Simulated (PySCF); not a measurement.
NICS in isomers of C6H10FNSi2.

NICS is the negative of the GIAO shielding at a point without a nucleus: at the ring centre (0) and 1 Å above and below it (1); zz is the component along the ring normal. Level: GIAO PBE0/pcSseg-1 (PySCF, non-relativistic, gas phase) on the GFN2-xTB geometries, one conformer each. Atom numbers follow the mapped SMILES.

Question: Order these rings by mean NICS(1)zz, lowest (most negative) first (ppm).
A. ring C3–C4–C5–Si6–C7–Si10 in `[N:1]#[C:2][C@@H:3]1[CH2:4][CH2:5][SiH2:6]/[C:7](=[CH:8]/[F:9])[SiH2:10]1`
B. ring C5–C6–C7–C8–C9–N10 in `[CH3:1][SiH2:2][Si@H:3]([F:4])[c:5]1[cH:6][cH:7][cH:8][cH:9][n:10]1`
C. ring C2–C3–C4–C7–C8–C9 in `[F:1][c:2]1[cH:3][c:4]([NH:5][SiH3:6])[cH:7][cH:8][c:9]1[SiH3:10]`
D. ring C3–Si4–C5–C7–C8 in `[N:1]#[C:2][C@@H:3]1[SiH2:4][C@@H:5]([SiH3:6])[CH2:7]/[C:8]1=[CH:9]\[F:10]`

Answer: B (-28.1), C (-23.5), D (-2.5), A (3.5).

```
                                SMILES                                                ring  NICS(0)  NICS(1)  NICS(1)zz  HOMA  rms pucker (Å)  ring atoms with four or more neighbours
              C[SiH2][Si@H](F)c1ccccn1   6-membered ring with N; formal bonds all aromatic     -6.6    -11.1      -28.1  0.99            0.00                                        0
              Fc1cc(N[SiH3])ccc1[SiH3]    6-membered carbocycle; formal bonds all aromatic     -9.4    -10.1      -23.5  0.98            0.00                                        0
N#C[C@@H]1[SiH2][C@@H]([SiH3])C/C1=C\F    5-membered ring with Si; formal bonds all single     -4.6     -3.9       -2.5     –            0.18                                        4
     N#C[C@@H]1CC[SiH2]/C(=C/F)[SiH2]1  6-membered ring with 2 Si; formal bonds all single     -2.0     -1.9        3.5     –            0.24                                        5
```

NICS(0) gives another order. The isotropic NICS(1) gives the same order. HOMA uses Krygowski's 1993 parameters; it is left out where a ring has a four-coordinate atom, a triple bond, no multiple bond or a kind of bond without parameters. NICS(1) and NICS(1)zz are means over the two faces.
